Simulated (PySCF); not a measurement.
Compound: C7H6S.
SMILES: `SC1c2ccccc21`

Method used: TDDFT PBE0/def2-SVPD, vertical, gas phase, core orbitals frozen in the response (PySCF). Isolated species at its GFN2-xTB geometry (one conformer only). Torsions of this conformer, `[SH:1][CH:2]1[c:3]2[cH:4][cH:5][cH:6][cH:7][c:8]21`: H–S1–C2–C3 32°.

Orbital energies (eV): HOMO-3 -8.22, HOMO-2 -7.88, HOMO-1 -7.17, HOMO -6.86, LUMO -0.92, LUMO+1 -0.41, LUMO+2 0.26.

Computed singlets:

```csv
state,E (eV),f
S1,4.81,0.0011
S2,5.15,0.068
S3,5.47,0.076
S4,5.58,0.010
S5,5.74,0.017
S6,5.87,0.0015
```

Problem. Which orbital pair leads each of S1, S2, S3, S4, S5 and S6, and how does its energy difference Δε compare with the excitation energy?

Solution. 

| state | leading configuration | weight | Δε (eV) | E (eV) | E − Δε (eV) | f | other configurations |
| --- | --- | --- | --- | --- | --- | --- | --- |
| S1 | HOMO→LUMO | 0.95 | 5.94 | 4.81 | -1.13 | 0.0011 | – |
| S2 | HOMO-1→LUMO | 0.69 | 6.25 | 5.15 | -1.10 | 0.068 | H→L+1 (16%), H-2→L+1 (14%) |
| S3 | HOMO→LUMO+1 | 0.81 | 6.45 | 5.47 | -0.97 | 0.076 | H-1→L (11%) |
| S4 | HOMO→LUMO+2 | 0.91 | 7.12 | 5.58 | -1.55 | 0.010 | – |
| S5 | HOMO-3→LUMO | 0.97 | 7.30 | 5.74 | -1.56 | 0.017 | – |
| S6 | HOMO-1→LUMO+1 | 0.76 | 6.75 | 5.87 | -0.89 | 0.0015 | H-2→L (21%) |

E − Δε runs from -1.56 to -0.89 eV. By orbital difference alone the order would be S1, S2, S3, S6, S4, S5.

Triplets (Tamm–Dancoff): T1 4.04 eV, H-1→L+1 (54%), H-2→L (34%); T2 4.34 eV, H-1→L (96%).

Summed over the main configurations (up to three a state, each over 8%) of all 6 singlets, the electron leaves HOMO with weight 2.83, HOMO-1 with weight 1.56, HOMO-3 with weight 0.97 and HOMO-2 with weight 0.35.

Hardware: an Intel Xeon Platinum 8175M at 2.50 GHz with one thread, no GPU (shared host). Cost: 53 s of wall time, 0.85 GiB resident at most.
